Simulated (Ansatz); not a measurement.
Cost and result for the atomization energy of CBClF$_{4}$O (`FB(Cl)OC(F)(F)F`) (8 atoms, 7 bonds).

```xyz
8

F    -1.253    0.738   -1.204
B    -0.415   -0.272   -1.221
Cl   -0.294   -1.296   -2.617
O     0.385   -0.553   -0.150
C     0.387    0.168    1.000
F     0.725    1.434    0.782
F     1.270   -0.368    1.821
F    -0.805    0.150    1.589
```

Charge 0, multiplicity 1. All single points use the PBE0-D4/def2-TZVP geometry. It is one conformer, not always the lowest. Program: Ansatz. Hardware: A = 2 threads of an AMD EPYC 7R13 on a shared host; B = 2 threads of an AMD EPYC 7R13 on a shared host and a share of an NVIDIA H100 80 GB. Times are those of one run each, without the atoms' runs, and a repeat can differ threefold. Electronic energies, without spin–orbit coupling; frozen cores. CCSD(T)/CBS adds CCSD(T) − MP2 in def2-TZVPP to the MP2 limit, and its time is that of the two runs behind it. T1 = 0.012. B3LYP takes the VWN-RPA correlation (the form of Gaussian; ORCA's B3LYP/G).

CCSD(T)/CBS is a level of theory with its own doubt, some kJ/mol a heavy atom from the limit and from the frozen cores, so smaller differences don't rank the functionals.

| level | functions | wall time |
| --- | --- | --- |
| PBE-D4/def2-TZVPP (with forces) [A] | 259 | 5.5 s |
| PBE0-D4/def2-TZVPP [A] | 259 | 6.5 s |
| r2SCAN-D4/def2-TZVPP (with forces) [A] | 259 | 9.6 s |
| B3LYP-D4/def2-TZVPP (with forces) [A] | 259 | 11 s |
| B2PLYP/def2-TZVPP [A] | 259 | 13 s |
| MP2/def2-QZVPP [B] | 469 | 14 s |
| CCSD(T)/def2-TZVPP [B] | 259 | 14 s |
| ωB97X-V/def2-TZVPP [A] | 259 | 15 s |
| ωB97M-V/def2-TZVPP (with forces) [A] | 259 | 21 s |
| CCSD(T)/CBS(def2) | – | 28 s |

Question: What atomization energy does each give, and how far from CCSD(T)/CBS? (Best estimate.)

Answer: Ansatz gave: 
```
                                 level  atomization (kJ/mol)  difference from CCSD(T)/CBS  per bond
   PBE-D4/def2-TZVPP (with forces) [A]                3693.1                        180.1      25.7
                PBE0-D4/def2-TZVPP [A]                3547.8                         34.8       5.0
r2SCAN-D4/def2-TZVPP (with forces) [A]                3572.6                         59.6       8.5
 B3LYP-D4/def2-TZVPP (with forces) [A]                3484.3                        -28.7      -4.1
                 B2PLYP/def2-TZVPP [A]                3479.1                        -33.9      -4.8
                    MP2/def2-QZVPP [B]                3683.0                        170.0      24.3
                CCSD(T)/def2-TZVPP [B]                3413.3                        -99.7     -14.2
                ωB97X-V/def2-TZVPP [A]                3535.7                         22.7       3.2
  ωB97M-V/def2-TZVPP (with forces) [A]                3549.3                         36.3       5.2
                     CCSD(T)/CBS(def2)                3513.0                          0.0       0.0
```

In def2-TZVPP, CCSD(T) changes the Hartree–Fock value by +956.0 kJ/mol (the triples alone add +82.7 kJ/mol) and MP2 by +1166.6 kJ/mol; breaking electron pairs costs correlation energy, which Hartree–Fock lacks. The D4 term adds +29.3 kJ/mol with B3LYP and +15.3 kJ/mol with PBE0; it sums over pairs of atoms, weighted by their polarisabilities, and B3LYP, whose exchange is more repulsive, gets the larger term. From PBE to PBE0 (25 % exact exchange), in def2-TZVPP and without D4, the atomization energy moves by −142.3 kJ/mol: exact exchange takes away binding that semilocal exchange gives to molecules.
